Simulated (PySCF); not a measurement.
Vertical excitations of a molecule CH8N2OSi from TDA-PBE/def2-SVPD run with PySCF 2.14.0, as energy in eV (oscillator strength): 5.28 (0.020), 5.71 (0.008), 5.85 (0.018), 5.90 (0.031), 6.31 (0.037), 6.34 (0.021), 6.62 (0.014), 7.06 (0.005), 7.08 (0.010), 7.10 (0.034). Lowest triplet (TDA): 5.16 eV. The structure is a stationary point at ωB97X-D3(BJ)/def2-SVP. One conformer was computed; it need not be the lowest.

Which structure fits?
A) NC[Si@@H](N)O
B) CO[SiH](N)N
C) CN[Si@@H](N)O
D) C[Si](N)(N)O

C, CN[Si@@H](N)O
